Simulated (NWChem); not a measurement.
A series in which one site is exchanged, each optimised at PBE0/def2-SVP with NWChem, gas phase unless a solvent is named. This build's default masses of Se (78.918 u) and Br (79.917 u) are each other's, which moves their modes by up to 0.6 %.

A: [CH3][AlH][F] (CH4AlF; site = F)
B: [CH3][AlH][Cl] (CH₄AlCl; site = Cl)
C: [CH3][AlH][Br] (CH$_{4}$AlBr; site = Br)

Task: Rank them by orbital gap (eV), PBE0/def2-SVP, lowest first.

Result: C (6.71), B (7.08), A (7.56)
